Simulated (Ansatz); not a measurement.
Species: C$_{2}$H$_{7}$GeO$_{2}$, charge 1, multiplicity 1. It need not be the lowest isomer of its formula. 
Coordinates optimised at B3LYP-D3(BJ)/def2-TZVP (Ansatz, a program for electronic structure):
```xyz
12

C      2.8418     0.2855    -0.0965
C      1.4372    -0.1326     0.1321
O      1.1534    -1.2107     0.8116
O      0.4840     0.5308    -0.3211
Ge    -1.4134     0.1492    -0.1398
H      3.3537     0.3997     0.8624
H      3.3625    -0.4913    -0.6636
H      2.8711     1.2212    -0.6460
H      1.9359    -1.6841     1.1389
H     -1.6012     0.1743     1.3717
H     -1.9365     1.3439    -0.9189
H     -1.5296    -1.2152    -0.8073
```
Charge +1, spin multiplicity 1.

Parts of the frozen-core correlation energy in 6-31G (Ansatz, hartree). Frozen orbitals: 18; correlated occupied orbitals by spin: 15 and 15; virtual: 46 and 46. Spin-orbit coupling is left out. Non-relativistic.

| term | value |
|---|---|
| reference (HF) | -2304.23583 |
| MP2 opposite-spin | (withheld) |
| MP2 same-spin | (withheld) |
| CCSD correlation | (withheld) |
| (T) | -0.01342 |
| T1 diagnostic | 0.016 |
| largest doubles amplitude | 0.051 |

Question: What belongs in the gaps?

Answer: 
- MP2 opposite-spin, value: -0.36081
- MP2 same-spin, value: -0.11049
- CCSD correlation, value: -0.50751
